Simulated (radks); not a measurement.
Charge is removed step by step from the 5s1/2 level of neutral tantalum, starting from [Xe] 4f14 5d3 6s2. Calculated with a radial shooting solver on a logarithmic mesh with Libxc functionals: Dirac Kohn-Sham, PBE, spin-unpolarised, spherical densities, finite nucleus; open shells are shared between the two j in proportion to 2j + 1; Fermi nuclear charge, rms radius 5.3507 fm.

removed (e)	E - E(0) (eV)	eigenvalue (eV)	E minus straight line (eV)
0	0.000	-72.804	0.000
0.25	18.568	-75.777	-1.195
0.5	37.905	-78.943	-1.621
0.75	58.053	-82.270	-1.235
1	79.051	-85.734	0.000

Removing the whole electron costs 79.051 eV by Delta-SCF, against 72.804 eV from minus the eigenvalue at the starting occupation. Slater's transition state (half an electron removed) gives 78.943 eV. Integrating minus the eigenvalue over the occupation (Janak's theorem) gives 79.051 eV. The mean slope of the eigenvalue, de/dn, is 12.9 eV per electron.
